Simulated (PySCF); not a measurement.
## Ionising TeO

ROHF-CCSD(T); PySCF, scalar-relativistic core potentials, basis sets Te aug-cc-pVDZ-PP with ECP28, O aug-cc-pVDZ. Neutral (ROHF): triplet (π ↑↑), Re = 1.869 Å, ωe = 776 cm⁻¹, De = 3.64 eV.

TeO⁻ (UHF): doublet (π ↑), Re = 1.943 Å, ωe = 636 cm⁻¹. The energies at the minima are -342.15633 hartree for TeO and -342.20703 for TeO⁻.

(1) Work out the adiabatic electron affinity, without and with harmonic zero-point energies (1 hartree = 27.2114 eV, 1 eV = 8065.5 cm⁻¹), and the change of the bond length.

Correlated steps freeze 5 core orbitals. UHF and ROHF references stand side by side, which adds small steps between rows. Correlated levels converge slowly with the basis: in double zeta they bind strong bonds too weakly, by up to about 1 eV, and carry superposition errors of some tenths. Spin–orbit coupling is left out, which matters for elements this heavy, above all for dissociation energies. The CCSD T1 diagnostic is raised in TeO⁻, a sign that a single reference may not be enough there. States were picked by a PBE0 search and need not be the measured ground states.

Neutral and ion stand on different kinds of reference determinant, which adds to the error of the difference.

Answers

(1) At CCSD(T): 0.05070 hartree = 1.380 eV between the minima; the zero-point term (776.0 − 636.0)/2 cm⁻¹ = +0.009 eV makes it 1.388 eV. Re changes by +7.4 pm against the neutral. The electron enters a π orbital, and the longer bond of the ion fits an antibonding orbital, or a change in how ionic the bond is.
